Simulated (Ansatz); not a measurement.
`C[N](C)[Zn][NH2]` → `[NH2][ZnH]` + `C=NC` at 700 K and 1 bar (β-hydride elimination).

Calculated with Ansatz (gas phase, PBE0-D4/def2-TZVP geometries, no zero-point term in ΔE). CCSD(T)/CBS adds triple-zeta CCSD(T) − MP2 to the extrapolated MP2 energy (def2 sets, frozen cores). For Zn outer-core shells are correlated without core-valence functions, which leaves a few kJ/mol of doubt a bond. Scalar relativity is left out up to krypton. One conformer a species, not always the lowest.

```
           species  CCSD(T)/CBS energy (Eh)  H − E (kJ/mol)  S (J/(mol·K))
`C[N](C)[Zn][NH2]`              -1968.70351           367.1          504.0
      `[NH2][ZnH]`              -1834.88092           121.1          319.1
            `C=NC`               -133.77870           225.1          327.9
```

H − E and S are ideal-gas, rigid-rotor, harmonic terms from PBE0-D4/def2-TZVP, for one conformer and one mirror image of each species. 1 Eh = 2625.50 kJ/mol, R = 8.31446 J/(mol·K).

Question: By hand: ΔE, ΔH, ΔS and ΔG.

Answer: ΔE = (-1834.88092) + (-133.77870) − (-1968.70351) = 0.04389 Eh = 115.2 kJ/mol. Δ(H − E) = 121.1 + 225.1 − 367.1 = -20.9, so ΔH = 94.3 kJ/mol. ΔS = 319.1 + 327.9 − 504.0 = 143.0 J/(mol·K). ΔG = 94.3 − 700 × (143.0)/1000 = -5.8 kJ/mol.

Question: By hand: the equilibrium constant, and the temperature at which ΔG would vanish if ΔH and ΔS stayed fixed.

Answer: log₁₀ K = −ΔG/(RT ln 10) = 0.4. ΔG = 0 at ΔH/ΔS = 659 K.

The number of gas molecules changes by +1, which sets the sign of ΔS. The sign of ΔG lies within the doubt. A doubt of 5 kJ/mol in ΔE shifts log₁₀ K by 0.4 here. Other conformers and mirror images would add mixing entropy, several J/(mol·K) or more a flexible species. These are equilibria of isolated gas molecules and say nothing of rates. Largest T1 diagnostic: 0.016 (customary marks: 0.02 for closed shells, 0.045 for open ones).
